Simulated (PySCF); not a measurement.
## Ne²⁺ (neon, charge +2): UHF calculation

Configuration: [He] 2s2 2p4, high-spin 3P determinant. Computed with PySCF 2.14 in def2-SVP, with the non-relativistic Hamiltonian (point nucleus).

```json
{
  "Total energy": "-126.194974 hartree",
  "One-electron energy": "-166.2790 hartree",
  "Hartree (Coulomb) energy": "51.1666 hartree",
  "Exchange energy": "-11.0825 hartree",
  "Kinetic energy": "126.38335 hartree",
  "⟨S²⟩": "2.0033",
  "⟨L²⟩": "2.005",
  "Sum of ⟨r⟩": "5.238 bohr",
  "Sum of ⟨r²⟩": "5.118 bohr²",
  "Traceless quadrupole moment −½Σ⟨3z² − r²⟩ along its main axis": "-0.371 e·bohr²",
  "Density at the nucleus (Gaussians lack the cusp)": "567 bohr⁻³",
  "Spin density at the nucleus": "1.33 bohr⁻³",
  "Langevin diamagnetic susceptibility": "-4.05 ×10⁻⁶ cm³/mol",
  "Time after the integrals": "0.04 s of wall time on 1 thread of Neoverse-V1 (shared host)"
}
```

```
shell  electrons  mean orbital energy (hartree)  spread (hartree)  rms radius, mean of both spins (bohr)
 1s α          1                      -34.70079                 0                                  0.183
 1s β          1                      -34.56066                 0                                  0.183
 2s α          1                       -3.60880                 0                                  0.920
 2s β          1                       -3.14283                 0                                  0.920
 2p α          3                       -2.58049           0.14139                                  0.916
 2p β          1                       -2.35634                 0                                  0.916
```
